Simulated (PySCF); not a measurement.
Run record for `CC(=S)C1=CN=NC=C1`: CAM-B3LYP/3-21G, grid level 4, energy threshold 1e-08 Eh, TDA, 12 singlets.

Method: TDA CAM-B3LYP/3-21G, vertical, gas phase, core orbitals frozen in the response (PySCF 2.14.0, density-fitted response routines). Geometry: GFN2-xTB. A driver script takes a list of jobs; this job's settings line and coordinates (Å) are shown.

Command:
```bash
OMP_NUM_THREADS=1 python probes_run.py task.json out
```

Input:
```
{"job": {"kind": "uv", "xc": "CAM-B3LYP", "basis": "3-21G", "nstates": 12, "ntriplets": 0, "tda": true, "scf": {"conv": 1e-08}, "grid": 4}, "charge": 0, "multiplicity": 1}
C     -2.304098     0.136981    -0.487700
C     -1.256468    -0.451058     0.393128
S     -1.655276    -1.452035     1.623578
C      0.132670    -0.078812     0.171808
C      1.191588    -0.860830     0.629363
C      2.481567    -0.425874     0.351793
N      2.731045     0.664792    -0.350088
N      1.754735     1.423762    -0.739553
C      0.504720     1.105546    -0.493318
H     -3.247913    -0.382605    -0.343085
H     -2.010100     0.081552    -1.535520
H     -2.452825     1.188805    -0.235893
H      1.001810    -1.785535     1.153518
H      3.351017    -0.979808     0.674903
H     -0.226887     1.823107    -0.834845
```

Predict the output.

```
final grid: 350344 points
cycle   1  E = -735.7321514815  dE =  1.632e+00  |g| = 4.910e-01  |ddm| = 4.564e+00
cycle   2  E = -735.6575159895  dE =  7.464e-02  |g| = 7.797e-01  |ddm| = 2.113e+00
cycle   3  E = -735.8178379244  dE = -1.603e-01  |g| = 5.814e-02  |ddm| = 1.226e+00
cycle   4  E = -735.8184895035  dE = -6.516e-04  |g| = 3.860e-02  |ddm| = 1.340e-01
cycle   5  E = -735.8188949534  dE = -4.054e-04  |g| = 7.754e-03  |ddm| = 6.536e-02
cycle   6  E = -735.8189106686  dE = -1.572e-05  |g| = 4.070e-03  |ddm| = 1.554e-02
cycle   7  E = -735.8189153995  dE = -4.731e-06  |g| = 1.081e-03  |ddm| = 7.427e-03
cycle   8  E = -735.8189158405  dE = -4.410e-07  |g| = 4.723e-04  |ddm| = 2.603e-03
cycle   9  E = -735.8189159578  dE = -1.173e-07  |g| = 1.151e-04  |ddm| = 1.491e-03
cycle  10  E = -735.8189159698  dE = -1.202e-08  |g| = 6.824e-05  |ddm| = 3.826e-04
cycle  11  E = -735.8189159729  dE = -3.127e-09  |g| = 3.724e-05  |ddm| = 1.737e-04
converged SCF energy = -735.8189159729

Static polarisability (au): isotropic 78.697, principal 35.200 86.408 114.484

Singlet excitations
state   eV       nm        f      main configurations
  1   2.2815    543.4   0.00029   H-1->L 0.90
  2   2.7682    447.9   0.00644   H->L 0.84, H->L+2 0.09
  3   3.8939    318.4   0.00354   H->L+1 0.97
  4   5.1568    240.4   0.37511   H-2->L 0.77, H-4->L 0.10
  5   5.2009    238.4   0.03525   H-4->L 0.64, H->L+2 0.18
  6   5.3380    232.3   0.01152   H-3->L 0.78, H-2->L+1 0.12
  7   5.4371    228.0   0.07472   H->L+2 0.65, H-4->L 0.14
  8   5.8246    212.9   0.02234   H-1->L+1 0.82, H-1->L+2 0.10
  9   6.3132    196.4   0.01302   H-1->L+2 0.76
 10   6.3564    195.1   0.02075   H-6->L 0.48, H-5->L 0.34
 11   6.4381    192.6   0.01520   H-4->L+1 0.79
 12   6.6362    186.8   0.01010   H-6->L 0.39, H-5->L 0.31, H-2->L+1 0.11
```

H and L stand for HOMO and LUMO; the number after each pair is its weight.

Give S1 in cm⁻¹ and kJ/mol.

2.2815 eV × 8065.54 = 18402 cm⁻¹; × 96.485 = 220.1 kJ/mol.

How does the lowest singlet excitation compare with the HOMO–LUMO gap?

HOMO -7.73 eV and LUMO -1.96 eV give a gap of 5.77 eV; S1 at 2.28 eV lies 3.49 eV below it.

In short: SCF converged in 11 cycles with 97 basis and 840 fitting functions; HOMO -7.73 eV, LUMO -1.96 eV; lowest singlet 2.28 eV; mean polarisability 78.7 au.

Hardware: one thread of an Arm Neoverse N1, shared host with 64 logical CPUs at a one-minute load of 41. Cost: 37 s of wall time, 0.62 GiB resident at most.

The values belong to the conformer `[CH3:1][C:2](=[S:3])[c:4]1[cH:5][cH:6][n:7][n:8][cH:9]1`: C1–C2–C4–C5 -159°.
